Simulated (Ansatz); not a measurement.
Frontier orbitals of `BC#CBO`.

```xyz
9

B    -0.4192    1.6695    1.8664
C    -0.2172    0.7068    0.7470
C    -0.0399   -0.0871   -0.1646
B     0.1019   -1.0390   -1.3351
O     1.1506   -1.8905   -1.3756
H    -1.0564    1.3432    2.8216
H     0.0564    2.7625    1.8019
H    -0.7237   -1.0166   -2.2051
H     1.1475   -2.4488   -2.1564
```

Charge 0, multiplicity 1. All single points use the PBE0-D4/def2-TZVP geometry. It is one conformer, not always the lowest. Basis def2-TZVPP, Ansatz.

Orbital energies of one run (eV). Highest occupied ones, from the top: -9.16, -9.62, -11.39, -11.95, -12.60, -12.82, -14.50, -15.67, -17.56, -18.95, -23.76, -32.26, -193.18, -193.86. Empty: -1.29, -0.25, 1.25, 1.81, 2.84, 2.95.

(1) Which functional gave them?
A. B97M-V
B. HSE06 (plane-wave form)
C. ωB97M-V
D. BHLYP

## Answers

(1) D. HOMO energies: BHLYP -9.16, HSE06 -7.72, B97M-V -7.21, ωB97M-V -10.29 eV.
